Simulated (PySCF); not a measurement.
A species of formula C6H9FO has this rotational fingerprint, computed with PBE0-D3(BJ)/def2-SVP geometry optimisation, gas phase in PySCF:

```
Rotational constants : A = 2566, B = 2348, C = 1716 MHz
Dipole components    : |μa| = 0.77 D, |μb| = 0.78 D, |μc| = 1.12 D
Inertial defect      : -117.74 u·Å²
κ                    : 0.49
```

Question: Which structure is it? (One computed conformer of each.)
A. `[CH3:1][C:2]1([CH3:3])[O:4][CH:5]=[CH:6][C@@H:7]1[F:8]` with C1–C2–O4–C5 -134°, C2–O4–C5–C6 6°, C5–C6–C7–F8 108°, C1–C2–C7–C6 132°
B. `[O:1]=[C:2]1[CH2:3][CH2:4][CH2:5][CH2:6][C@H:7]1[F:8]` with O1–C2–C3–C4 -121°, C2–C3–C4–C5 -53°, C3–C4–C5–C6 54°, C4–C5–C6–C7 -56°

Answer: A. It is CC1(C)OC=C[C@@H]1F, an asymmetric top, point group C1. The candidates at the same level (rigid rotor, commonest isotopes):

```
            SMILES  A (MHz)  B (MHz)  C (MHz)  μa (D)  μb (D)  μc (D)  Δ (u·Å²)  point group           rotor
CC1(C)OC=C[C@@H]1F     2566     2348     1716    0.77    0.78    1.12   -117.74           C1  asymmetric top
   O=C1CCCC[C@H]1F     2573     2189     1587    2.65    0.47    0.35   -108.79           C1  asymmetric top
```

`O=C1CCCC[C@H]1F` has C 8 % too low. No structure here is proved a minimum.
